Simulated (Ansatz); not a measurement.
`C[N]([GaH2])CF` + `CBN` → `C[B](N)[GaH2]` + `CNCF`  (formal exchange of groups at a Ga–N bond)

Isolated molecules relaxed with PBE0-D4/def2-TZVP in Ansatz; ΔE leaves out vibrations. CCSD(T)/CBS is the MP2 limit (def2-TZVPP, def2-QZVPP) plus CCSD(T) − MP2 in def2-TZVPP, frozen cores. DFT in def2-TZVPP. For Ga outer-core shells are correlated without core-valence functions, which leaves a few kJ/mol of doubt a bond. Scalar relativity is left out up to krypton. One conformer a species, not always the lowest.

| level | ΔE (kJ/mol) |
| --- | --- |
| PBE0 | 64.4 |
| r2SCANh | 73.4 |
| SCS-MP2/def2-TZVPP | 83.7 |
| SCS-MP2/def2-QZVPP | 83.1 |

What does CCSD(T)/CBS give? (Best estimate.)

Ansatz gave: +76.9 kJ/mol. The listed levels differ from it by -12.5, -3.5, 6.8, 6.2 kJ/mol.

Largest T1 diagnostic among the species: 0.014.

From BLYP to BHLYP (50 % exact exchange), in def2-TZVPP and without D4, ΔE moves by +3.6 kJ/mol. In def2-TZVPP, CCSD(T) changes the Hartree–Fock value by +3.4 kJ/mol (the triples alone add +1.4 kJ/mol) and MP2 by +9.9 kJ/mol. Leaving LDA and LC-ωPBE aside and taking each functional with its dispersion term where it has one, the values, not all of them listed here, spread over 12.3 kJ/mol, from PBE-D4 to B2PLYP. LDA lies +8.2 kJ/mol from PBE without D4.

CCSD(T)/CBS has its own doubt, a few kJ/mol and more with outer-core shells, so smaller differences from it don't rank the levels.
